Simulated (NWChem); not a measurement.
# CH$_{5}$BS; SMILES BSC

```xyz
8

B     -0.5770    -1.4673     0.0000
H     -0.0922    -2.5707     0.0000
H     -1.7673    -1.2707     0.0000
S      0.5708    -0.1378     0.0000
C     -0.4235     1.3829     0.0000
H     -0.1765     1.9726    -0.8934
H     -0.1765     1.9726     0.8934
H     -1.4937     1.1407     0.0000
```
Atoms are numbered in this order, from 1.

The geometry was optimised at PBE0/def2-SVP.

Symmetry labels are those of Cs in the frame above (b1 and b2, or b-type labels, depend on it).

Q: List the 4 lowest vertical singlet excitations from B3LYP/def2-SVPD, TDA (NWChem).

A: 
| state | energy (eV) | oscillator strength | symmetry | leading excitation (squared amplitude) |
|---|---|---|---|---|
| S1 | 5.96 | 0.000 | a" | HOMO−1 → LUMO (0.98) |
| S2 | 6.24 | 0.208 | a' | HOMO → LUMO (0.91) |
| S3 | 6.65 | 0.001 | a" | HOMO−2 → LUMO (0.87) |
| S4 | 6.86 | 0.002 | a" | HOMO → LUMO+1 (0.83) |
